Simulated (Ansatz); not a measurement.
Born–Oppenheimer molecular dynamics of a periodic cell of 32 atoms, LiH$_{20}$ClO$_{10}$ (contents 10 H2O + 1 Li + 1 Cl, density as packed 1.19 g/cm³ with natural masses). It starts from a partly relaxed structure (largest force component 0.29 eV/Å).

Level of theory: DFT PBE, scalar-relativistic, plane waves, PAW (Ansatz). Settings: cutoff 420 eV, k mesh 1x1x1, fermi-dirac smearing 0.05 eV, no spin polarisation.

| Quantity | Value |
| --- | --- |
| ensemble | NVT, Langevin thermostat |
| time step | 0.5 fs |
| steps asked | 300 |
| set temperature | 1000 K |
| friction | 0.02 /fs |
| seed | 400234 |

Frames 5 fs apart, positions in Å, forces in eV/Å.

Velocities at 10.0 fs (Å/ps):

```
O 3.12 -0.23 3.67
H -12.99 8.82 -15.66
H 7.02 -24.03 12.42
O 1.27 -10.92 3.58
H 1.98 -18.87 22.60
H 35.82 13.22 19.26
O 1.10 3.51 3.83
H 13.27 -40.94 16.52
H 1.35 -41.51 -28.72
O 4.60 -3.47 0.17
H 19.61 21.85 14.98
H -11.24 -23.35 22.80
O -6.47 -7.79 -2.74
H 56.42 -1.79 -15.64
H 29.81 16.36 -17.06
O 14.56 13.88 -10.49
H 12.63 27.38 -6.06
H 14.11 7.61 -17.35
O -2.74 -2.06 2.73
H -4.40 9.67 14.30
H -10.85 1.28 1.85
O -5.64 -1.07 -8.47
H 24.82 20.95 15.09
H -15.09 -32.01 39.34
O -0.04 1.65 -11.21
H 26.62 -0.82 -9.79
H 22.14 -23.97 0.88
O 1.53 1.13 5.17
H 30.69 -1.84 12.07
H -48.35 -8.61 25.77
Li -6.05 5.69 -6.35
Cl -1.73 10.71 8.10
```

```xyz
32
Lattice="6.7650 0.0000 0.0000 0.0000 6.7650 0.0000 0.0000 0.0000 6.7650" Properties=species:S:1:pos:R:3:forces:R:3 time_fs=10.0 energy_less_start_eV=1.471 T=669
O 3.836 5.822 3.508 -1.67 -0.39 2.35
H 4.065 5.220 2.822 1.02 -1.14 -1.39
H 3.516 5.130 4.225 0.47 1.34 -0.69
O 5.125 1.128 1.026 -1.35 1.53 0.69
H 5.757 1.321 0.324 0.42 -0.38 0.13
H 5.303 0.285 1.446 0.48 -0.53 -0.32
O 0.515 1.161 5.732 1.40 1.88 -0.64
H 1.216 1.151 5.011 -1.39 -0.13 0.36
H 0.118 0.304 5.850 -0.24 -1.90 -0.14
O 1.807 5.254 1.286 1.12 0.30 -0.87
H 2.417 5.223 0.480 -0.53 0.00 0.49
H 1.200 4.557 1.023 -0.61 -0.23 0.15
O 0.610 4.875 3.751 -0.38 0.02 -1.55
H 0.488 4.457 4.598 -0.15 -0.11 0.93
H -0.112 4.459 3.166 0.69 0.34 0.71
O 1.992 1.439 3.188 0.37 -0.36 0.07
H 1.952 1.986 2.384 -0.42 0.16 -0.27
H 2.922 1.592 3.485 -0.12 -0.02 0.24
O 2.990 4.548 5.793 1.44 0.71 -0.45
H 3.974 4.711 6.049 -0.91 -0.32 -0.22
H 2.822 3.587 5.923 0.20 -0.13 0.38
O 5.400 3.732 2.303 -0.97 -1.10 0.83
H 5.319 4.045 1.385 0.17 0.08 -0.59
H 4.933 2.846 2.379 0.98 0.98 -0.31
O 2.482 2.331 0.367 0.38 -0.64 0.79
H 1.873 1.638 0.026 -0.38 0.12 -0.10
H 3.248 1.818 0.728 0.07 0.28 -0.49
O 4.301 1.625 4.543 1.92 0.44 1.34
H 5.157 1.871 5.037 -1.39 0.07 -1.14
H 4.321 0.671 4.727 -0.18 -0.47 -0.43
Li 1.939 -0.688 2.886 -0.21 0.17 0.42
Cl 5.838 5.363 6.578 -0.26 -0.55 -0.27
32
Lattice="6.7650 0.0000 0.0000 0.0000 6.7650 0.0000 0.0000 0.0000 6.7650" Properties=species:S:1:pos:R:3:forces:R:3 time_fs=15.0 energy_less_start_eV=2.306 T=521
O 3.848 5.816 3.523 0.30 -0.44 -3.25
H 4.131 5.239 2.686 -0.20 1.24 2.23
H 3.594 5.125 4.132 -0.28 -0.99 1.30
O 5.142 1.073 1.068 1.06 -0.09 0.37
H 5.841 1.201 0.364 -0.88 -0.01 0.80
H 5.543 0.298 1.558 -0.79 0.85 -0.68
O 0.512 1.157 5.742 -0.62 -2.09 -0.09
H 1.202 0.974 5.098 0.63 0.93 -1.04
H 0.173 0.185 5.718 -0.28 1.07 0.80
O 1.825 5.224 1.291 -0.84 0.04 1.32
H 2.470 5.234 0.577 -0.09 -0.64 -1.13
H 1.180 4.490 1.166 0.76 0.66 -0.44
O 0.581 4.854 3.731 1.82 1.43 0.71
H 0.680 4.446 4.619 -0.78 -0.07 -1.00
H -0.013 4.466 3.074 -1.00 -1.11 0.58
O 2.059 1.501 3.132 0.53 -0.03 -0.26
H 2.012 2.140 2.387 -0.33 -0.33 0.08
H 3.002 1.619 3.428 -0.40 -0.04 0.16
O 2.990 4.546 5.810 -1.21 -0.69 -0.99
H 3.865 4.724 6.158 1.44 -0.04 0.18
H 2.800 3.561 5.961 0.48 0.90 0.30
O 5.371 3.721 2.270 0.53 2.10 -0.51
H 5.423 4.093 1.309 -0.29 -1.15 0.99
H 4.976 2.869 2.459 -0.08 -0.76 -0.81
O 2.493 2.322 0.311 1.27 -1.51 1.08
H 1.891 1.610 -0.003 -0.53 0.31 -0.10
H 3.275 1.764 0.648 -0.61 1.05 -0.61
O 4.313 1.625 4.585 -1.76 -1.32 -0.26
H 5.149 1.843 4.964 1.33 0.12 0.50
H 4.118 0.661 4.803 0.86 1.23 -0.45
Li 1.912 -0.668 2.865 0.01 0.23 0.47
Cl 5.839 5.409 6.616 -0.05 -0.84 -0.26
32
Lattice="6.7650 0.0000 0.0000 0.0000 6.7650 0.0000 0.0000 0.0000 6.7650" Properties=species:S:1:pos:R:3:forces:R:3 time_fs=20.0 energy_less_start_eV=2.459 T=477
O 3.871 5.801 3.515 -2.32 0.72 4.05
H 4.137 5.417 2.724 1.10 -1.91 -2.17
H 3.595 5.089 4.234 0.80 1.07 -1.53
O 5.180 1.007 1.127 -1.06 1.50 0.86
H 5.857 1.130 0.472 0.51 0.57 -1.21
H 5.662 0.361 1.629 -0.10 -1.10 0.95
O 0.494 1.119 5.757 1.68 0.36 -1.26
H 1.268 0.954 5.140 -0.89 1.01 0.29
H 0.124 0.230 5.695 -0.97 -1.31 0.57
O 1.825 5.207 1.316 1.27 -0.18 -1.12
H 2.465 5.105 0.502 -1.47 0.22 0.95
H 1.181 4.494 1.173 -0.01 0.33 -0.09
O 0.573 4.861 3.716 -0.47 -0.14 -1.75
H 0.654 4.413 4.551 -0.10 -0.36 0.89
H -0.064 4.294 3.131 0.54 0.89 1.06
O 2.113 1.539 3.094 -0.41 0.21 -0.79
H 1.987 2.227 2.379 0.15 -0.86 0.74
H 3.048 1.640 3.384 0.04 0.19 0.10
O 3.010 4.552 5.815 1.71 -0.13 1.14
H 3.904 4.657 6.318 -0.44 0.55 -1.31
H 2.840 3.625 6.153 -0.50 -0.27 -0.57
O 5.361 3.723 2.244 -0.53 -1.16 2.71
H 5.490 3.947 1.331 0.04 0.00 -1.76
H 4.983 2.811 2.426 0.77 1.04 -0.98
O 2.501 2.309 0.272 0.08 -0.55 0.64
H 1.810 1.633 0.060 -0.10 0.34 -0.13
H 3.289 1.784 0.523 0.13 0.07 -0.04
O 4.282 1.624 4.615 1.85 2.27 0.11
H 5.250 1.790 4.884 -1.78 -0.77 -0.45
H 4.024 0.740 4.827 0.50 -1.50 0.26
Li 1.902 -0.635 2.876 0.09 0.05 0.29
Cl 5.844 5.447 6.652 -0.11 -1.16 -0.46
32
Lattice="6.7650 0.0000 0.0000 0.0000 6.7650 0.0000 0.0000 0.0000 6.7650" Properties=species:S:1:pos:R:3:forces:R:3 time_fs=25.0 energy_less_start_eV=2.573 T=609
O 3.865 5.793 3.531 0.45 1.72 -4.14
H 4.173 5.312 2.667 -0.42 0.56 2.22
H 3.713 5.165 4.192 -0.39 -2.43 2.04
O 5.199 0.949 1.173 1.04 0.48 1.43
H 5.850 1.114 0.451 -0.48 -0.07 0.44
H 5.730 0.316 1.763 -1.23 0.98 -1.13
O 0.477 1.057 5.763 -2.07 -0.07 1.64
H 1.134 1.083 5.101 1.16 -0.20 -1.83
H -0.020 0.155 5.831 0.95 0.36 -0.20
O 1.842 5.208 1.312 -0.76 0.37 1.88
H 2.317 5.019 0.519 1.35 0.15 -2.05
H 1.077 4.640 1.185 -0.71 0.05 0.15
O 0.567 4.874 3.680 0.27 -1.03 1.93
H 0.599 4.404 4.557 0.66 1.34 -0.13
H -0.071 4.226 3.346 -0.80 0.20 -1.61
O 2.161 1.553 3.057 -0.78 -0.83 0.14
H 2.009 2.279 2.435 0.16 0.05 -0.12
H 3.072 1.633 3.407 0.31 0.34 0.11
O 3.038 4.532 5.843 -0.31 -1.06 0.60
H 3.911 4.666 6.273 0.46 0.35 -0.29
H 2.775 3.615 6.257 0.41 0.71 -1.02
O 5.365 3.731 2.219 0.33 0.08 -2.36
H 5.512 3.680 1.200 0.14 1.19 1.71
H 5.021 2.845 2.259 -0.57 -1.59 0.83
O 2.490 2.302 0.237 0.61 -0.13 0.86
H 1.706 1.754 0.069 -0.67 -0.41 -0.38
H 3.211 1.669 0.440 -0.01 0.27 -0.07
O 4.255 1.649 4.650 -0.15 -0.38 0.32
H 5.216 1.645 4.732 0.60 0.24 -0.05
H 4.063 0.711 4.862 0.06 0.06 -0.25
Li 1.873 -0.616 2.895 0.33 0.05 0.13
Cl 5.856 5.479 6.684 0.10 -1.31 -0.82
32
Lattice="6.7650 0.0000 0.0000 0.0000 6.7650 0.0000 0.0000 0.0000 6.7650" Properties=species:S:1:pos:R:3:forces:R:3 time_fs=30.0 energy_less_start_eV=2.999 T=686
O 3.868 5.779 3.528 -0.63 -1.59 3.05
H 4.119 5.196 2.822 0.66 -0.62 -1.58
H 3.852 5.016 4.284 -0.47 2.34 -1.52
O 5.210 0.925 1.242 -2.33 3.02 0.47
H 5.694 1.047 0.425 0.66 -0.22 -0.14
H 5.654 0.368 1.845 1.01 -1.28 0.59
O 0.436 1.011 5.768 2.10 3.08 -2.31
H 1.017 1.210 4.895 -1.86 -1.18 2.20
H 0.035 0.136 5.936 0.18 -1.39 -0.59
O 1.856 5.218 1.326 -1.11 -0.80 -1.25
H 2.282 4.978 0.398 -0.53 0.75 1.32
H 0.881 4.947 1.225 1.60 0.55 -0.18
O 0.544 4.871 3.682 -0.32 -0.42 -0.07
H 0.632 4.562 4.593 -0.02 0.18 0.35
H -0.157 4.268 3.289 0.41 0.64 -0.09
O 2.206 1.557 3.034 -0.06 1.18 -0.19
H 2.065 2.390 2.473 0.19 -1.53 0.74
H 3.088 1.722 3.513 -0.72 -0.19 -0.33
O 3.065 4.530 5.889 0.35 0.90 -0.46
H 3.991 4.755 6.191 -0.29 -0.28 0.15
H 2.822 3.627 6.217 0.58 -0.79 -0.05
O 5.367 3.732 2.176 -1.78 -3.83 1.94
H 5.619 3.684 1.275 0.78 0.91 -2.13
H 5.031 2.706 2.178 0.88 2.42 0.40
O 2.495 2.298 0.212 -0.92 -2.32 0.25
H 1.605 1.819 0.002 1.06 0.71 0.03
H 3.094 1.495 0.299 -0.41 1.36 0.02
O 4.218 1.694 4.687 3.05 -1.82 -0.02
H 5.222 1.505 4.523 -1.55 1.42 0.17
H 4.128 0.723 4.870 -0.98 0.29 -0.04
Li 1.861 -0.599 2.899 0.49 0.01 0.10
Cl 5.869 5.513 6.714 -0.03 -1.51 -0.83
32
Lattice="6.7650 0.0000 0.0000 0.0000 6.7650 0.0000 0.0000 0.0000 6.7650" Properties=species:S:1:pos:R:3:forces:R:3 time_fs=35.0 energy_less_start_eV=2.768 T=725
O 3.870 5.744 3.556 0.35 1.37 -4.90
H 4.155 5.123 2.780 -0.34 1.22 1.45
H 3.856 5.173 4.263 -0.37 -2.57 3.26
O 5.190 0.946 1.317 0.44 0.95 0.03
H 5.598 0.914 0.369 -0.37 -0.22 2.48
H 5.660 0.333 1.954 -0.55 0.63 -1.63
O 0.393 1.001 5.773 -0.47 -1.00 1.27
H 0.659 1.118 4.878 0.61 0.32 -1.69
H 0.147 -0.015 5.892 0.29 1.56 -0.10
O 1.867 5.217 1.325 -0.21 0.24 0.38
H 2.205 5.063 0.411 0.79 -0.10 -0.38
H 0.913 5.266 1.174 -0.59 -0.10 -0.27
O 0.514 4.869 3.671 0.56 1.02 -1.16
H 0.645 4.687 4.608 -0.75 -0.66 0.08
H -0.147 4.356 3.106 0.16 -0.11 1.30
O 2.216 1.581 3.011 -0.29 -1.04 0.81
H 2.160 2.384 2.525 -0.93 1.20 -1.64
H 3.024 1.837 3.501 0.44 -0.76 0.87
O 3.099 4.532 5.929 -0.64 -1.26 -0.38
H 4.003 4.828 6.154 0.24 -0.31 0.40
H 2.967 3.509 6.195 0.50 1.54 -0.20
O 5.365 3.692 2.114 1.30 1.99 -1.30
H 5.792 3.828 1.179 -1.10 -0.03 1.70
H 5.169 2.771 2.160 -0.31 -2.07 -0.29
O 2.479 2.263 0.187 -0.34 0.84 0.28
H 1.604 1.954 -0.109 -0.62 -0.26 -0.29
H 2.989 1.462 0.141 0.90 -0.70 0.22
O 4.207 1.713 4.710 -1.13 0.80 0.70
H 5.050 1.668 4.303 1.75 0.02 -0.63
H 4.025 0.792 4.896 -0.11 -0.84 -0.03
Li 1.855 -0.588 2.866 0.65 0.09 0.37
Cl 5.885 5.544 6.733 0.14 -1.72 -0.71
32
Lattice="6.7650 0.0000 0.0000 0.0000 6.7650 0.0000 0.0000 0.0000 6.7650" Properties=species:S:1:pos:R:3:forces:R:3 time_fs=40.0 energy_less_start_eV=2.993 T=677
O 3.867 5.722 3.568 -1.35 1.18 3.10
H 4.121 5.186 2.839 0.65 -1.62 -0.90
H 3.730 5.193 4.461 0.11 0.27 -2.27
O 5.186 0.999 1.384 -0.53 1.22 2.28
H 5.529 0.676 0.570 0.50 0.07 -2.22
H 5.606 0.306 1.904 -0.31 -0.26 0.88
O 0.376 0.981 5.776 0.61 1.71 -2.34
H 0.466 1.049 4.787 0.17 0.73 0.76
H 0.273 0.033 5.804 -0.37 -1.42 0.81
O 1.866 5.202 1.303 -1.35 0.92 -1.08
H 2.176 5.180 0.344 0.60 -0.48 0.87
H 0.923 5.503 1.119 0.61 -0.65 0.16
O 0.499 4.885 3.646 0.66 0.49 0.76
H 0.583 4.624 4.596 -0.56 -0.05 -1.06
H -0.147 4.330 3.130 -0.13 -0.11 0.43
O 2.236 1.615 2.994 -0.40 1.42 -0.70
H 2.187 2.425 2.376 -0.05 -1.77 0.72
H 2.986 1.858 3.612 -0.39 -0.33 -0.12
O 3.144 4.513 5.956 1.33 3.95 -1.31
H 4.082 4.801 6.184 -0.58 -0.09 0.27
H 3.162 3.599 6.095 -0.42 -3.51 0.68
O 5.373 3.656 2.053 -0.76 -3.32 3.28
H 5.763 3.969 1.267 0.89 0.56 -2.21
H 5.425 2.587 2.054 -0.22 2.41 -0.93
O 2.447 2.226 0.164 -0.34 -0.86 -0.43
H 1.553 2.032 -0.259 0.97 -0.23 0.46
H 2.954 1.386 0.011 -0.55 1.01 0.43
O 4.186 1.730 4.740 1.00 0.34 -0.62
H 4.971 1.928 4.120 -1.51 -1.14 1.40
H 4.018 0.756 4.861 1.05 0.83 -0.85
Li 1.857 -0.584 2.845 0.75 0.17 0.41
Cl 5.897 5.558 6.754 -0.08 -1.41 -0.66
```

Of the whole run (150 fs, mean temperature of the second half 893 K): The mean temperature of the second half is 11 % below the set value. A run of 0.15 ps of so small a system gives no equilibrium averages. Limits of this set-up: coarse k mesh.

Run time: 10 min on 1 thread of Arm Neoverse V1, on a shared host, peak memory 0.38 GiB.
